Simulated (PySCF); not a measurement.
Al(Et)3, SMILES C[CH2][Al]([CH2]C)[CH2]C, GFN2-xTB optimised geometry. Atoms within 1.6 Å of the plane z = 0.0 Å (x, y, z in Å): Al1 (-0.36, 0.14, 0.00), C2 (-1.25, -1.67, 0.02), C3 (-2.57, -1.83, -0.76), H4 (-1.42, -2.02, 1.05), H5 (-0.51, -2.38, -0.40), H7 (-3.34, -1.19, -0.34), H8 (-2.93, -2.86, -0.72), C9 (-1.32, 1.91, 0.00), C10 (-2.85, 1.86, -0.01), H11 (-0.98, 2.52, -0.86), H12 (-1.00, 2.49, 0.88), H13 (-3.22, 1.28, 0.84), H14 (-3.21, 1.37, -0.92), H15 (-3.29, 2.86, 0.04), C16 (1.65, 0.14, 0.00), C17 (2.25, 1.48, 0.44), H18 (2.05, -0.11, -0.99), H19 (2.03, -0.66, 0.66), H20 (1.96, 1.71, 1.47), H21 (1.89, 2.29, -0.19), H22 (3.34, 1.46, 0.39).

Method: PySCF with CAM-B3LYP/def2-SVP. Cells within 0.4 Å of a nucleus heavier than hydrogen are left out (blank, or x).

Map of the electrostatic potential (hartree/e), clipped to [-0.08, 0.12] on the plane z = 0.0 Å:

```
|000000000000000000000000000|
|000000000000000000000000000|
|000000000000000000000000000|
|000011100000000000000000000|
|000123210000000000000000000|
|000179920000000011100000000|
|000299973564100126620000000|
|000199999999610179971000000|
|000199x999x9921289997531000|
|000199xx99x9953279999992100|
|000159999999999589999992100|
|000015985899999999998631000|
|000001224999x9999x992100000|
|000011113999xx999x991000000|
|000134323799999999960000000|
|001299945999999569930000000|
|001399999999974112210000000|
|0001599999x9941000000000000|
|000014999999971000000000000|
|000003786999981000000000000|
|000013641124631000000000000|
|000012320000110000000000000|
|000001110000000000000000000|
|000000000000000000000000000|
|000000000000000000000000000|
|000000000000000000000000000|
|000000000000000000000000000|
```
Scale: ten equal steps from -0.011 (start of '0') to 0.120 (end of '9'), in the order '0123456789'; x runs from -5.50 to 5.50, y from -5.50 (bottom) to 5.50 (top).
